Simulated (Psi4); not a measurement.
phosphorus nitride (NP), singlet, at a GFN2-xTB geometry. Base run: PBE/STO-3G (Psi4).

Here is a job for Psi4.
```
memory 2 GB

molecule mol {
0 1
N    -0.000000   -0.000000   -0.994361
P     0.000000    0.000000    0.464035
}

set {
  basis sto-3g
  reference rks
}

energy('pbe')
print_variables()
```

The base run was repeated with changes; each row names its change, and settings that it needs were set with it.

```tsv
change	basis functions	E (Eh)	dipole (D)
base	14	-391.24788	1.91
basis = 3-21G	22	-393.77589	1.89
basis = cc-pVDZ	32	(withheld)	(withheld)
basis = def2-SV(P)	32	-395.69307	2.35
basis = def2-SVP	32	-395.69307	2.35
basis = cc-pV(D+d)Z	(withheld)	(withheld)	(withheld)
basis = 6-311G**	44	(withheld)	(withheld)
basis = def2-SVPD	44	-395.69958	2.68
basis = aug-cc-pVDZ	50	-395.85422	2.61
basis = 6-311+G(2d,p)	(withheld)	(withheld)	(withheld)
basis = cc-pVTZ	64	-395.87961	2.57
basis = cc-pV(T+d)Z	69	-395.88344	2.62
basis = aug-cc-pVTZ	96	-395.88180	2.68
```

Problem. Some entries are withheld; supply them.

Solution. 
- basis = cc-pVDZ, E (Eh): -395.84498
- basis = cc-pVDZ, dipole (D): 2.33
- basis = cc-pV(D+d)Z, basis functions: 37
- basis = cc-pV(D+d)Z, E (Eh): -395.85257
- basis = cc-pV(D+d)Z, dipole (D): 2.40
- basis = 6-311G**, E (Eh): -395.86587
- basis = 6-311G**, dipole (D): 2.54
- basis = 6-311+G(2d,p), basis functions: 62
- basis = 6-311+G(2d,p), E (Eh): -395.87623
- basis = 6-311+G(2d,p), dipole (D): 2.75

Totals compare only among sets that treat the same electrons; sets with core potentials leave the core out.
